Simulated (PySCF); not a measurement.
## Pt: ionisation energy

Pt [Xe] 4f14 5d9 6s1 [5d3/2^4 5d5/2^5 6s1/2^1, M_J = 3] → Pt⁺ [Xe] 4f14 5d9 [5d3/2^4 5d5/2^5, M_J = 5/2], as a difference of total energies. Calculation: PySCF 2.14, in x2c-SVPall-2c with one added diffuse shell each of s, d type (8s9p10d2f, 99 functions); the two-component X2C-1e Hamiltonian. Correlated levels: [Kr] 4d10 4f14 frozen; the 22 highest virtual spinors dropped. "Screened" scales the spin-orbit matrix elements by Boettger's factors to mimic the two-electron term; Breit and QED terms are absent.

```csv
method,ionisation energy (eV)
GHF (spin-free),7.605
GMP2 (spin-free),8.417
GHF (screened spin-orbit),7.576
GMP2 (screened spin-orbit),8.420
```

Problem. How much does correlation contribute at GMP2 (screened spin-orbit)?

Solution. 8.420 − (7.576) = 0.844 eV, measured against GHF (screened spin-orbit).

The spin-free rows relax to the high-spin LS determinant and lack the spin-orbit shift.

Errors of the correlated levels include the incompleteness of this basis and the frozen core.

The labels give the starting determinants; with spin-orbit coupling the two ends relaxed to ⟨J²⟩ = 12.03, ⟨L²⟩ = 6.16, ⟨S²⟩ = 2.14 and ⟨J²⟩ = 10.49, ⟨L²⟩ = 7.02, ⟨S²⟩ = 1.20.

The determinant of Pt⁺ mixes levels of different J (the jj label is only the starting occupation), so the difference between spin-free and spin-orbit rows is not the physical spin-orbit shift.

For comparison: 8.959 eV (measured; NIST Atomic Spectra Database, ionization energies).
